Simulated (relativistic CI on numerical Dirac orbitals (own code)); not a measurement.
Slater and spin-orbit integrals, Tl XV

Calculated at this level of theory: Dirac-Coulomb-Breit CI, KLI orbitals optimised for each configuration, QED by a radiative potential, unscaled Slater integrals (own radial code, finite nucleus).

Slater integrals F^k, G^k are unscaled and averaged over j, outside the closed core [Kr] 4d10; ζ comes from projecting the Hamiltonian with its Breit term on Σ l·s of the shell.

- 4f¹⁴5s²5p⁵: ζ(5p) = 133180 cm⁻¹; <r>(5p) = 0.9125, <r^2>(5p) = 0.9302 (bohr units).
- 4f¹⁴5s²5p⁴5d: F^2(5p,5p) = 117170, ζ(5p) = 133950, F^2(5p,5d) = 105930, G^1(5p,5d) = 130740, G^3(5p,5d) = 83209, ζ(5d) = 12837 cm⁻¹; <r>(5p) = 0.9111, <r^2>(5p) = 0.9275, <r>(5d) = 1.045, <r^2>(5d) = 1.224 (bohr units).
- 4f¹³5s²5p⁶: ζ(4f) = 10330 cm⁻¹; <r>(4f) = 0.4507, <r^2>(4f) = 0.2404 (bohr units).

In this model ζ of a weakly bound d, f or g electron outside closed shells comes out too small, for d by up to a factor of two or three and at times with the wrong sign; that of an outer p electron is too small as well.

Averages of the first 10 configurations, taken without configuration mixing, which lowers the lowest level and can move excited configurations by several eV; other configurations of the list can lie among them:

```json
{"Configuration": "4f¹⁴5s²5p⁵", "Parity": "odd", "States": "6", "Average energy above the lowest level (eV)": "9.1"}
{"Configuration": "4f¹⁴5s5p⁶", "Parity": "even", "States": "2", "Average energy above the lowest level (eV)": "75.4"}
{"Configuration": "4f¹⁴5s²5p⁴5d", "Parity": "even", "States": "150", "Average energy above the lowest level (eV)": "86.9"}
{"Configuration": "4f¹³5s²5p⁶", "Parity": "odd", "States": "14", "Average energy above the lowest level (eV)": "71.8"}
{"Configuration": "4f¹⁴5s5p⁵5d", "Parity": "odd", "States": "120", "Average energy above the lowest level (eV)": "151.1"}
{"Configuration": "4f¹⁴5s²5p⁴5f", "Parity": "odd", "States": "210", "Average energy above the lowest level (eV)": "165.4"}
{"Configuration": "4f¹⁴5s²5p⁴5g", "Parity": "even", "States": "270", "Average energy above the lowest level (eV)": "219.7"}
{"Configuration": "4f¹⁴5s5p⁵5f", "Parity": "even", "States": "168", "Average energy above the lowest level (eV)": "230.2"}
{"Configuration": "4f¹⁴5s²5p⁴6s", "Parity": "even", "States": "30", "Average energy above the lowest level (eV)": "141.5"}
{"Configuration": "4f¹³5s²5p⁵5d", "Parity": "even", "States": "840", "Average energy above the lowest level (eV)": "150.2"}
```
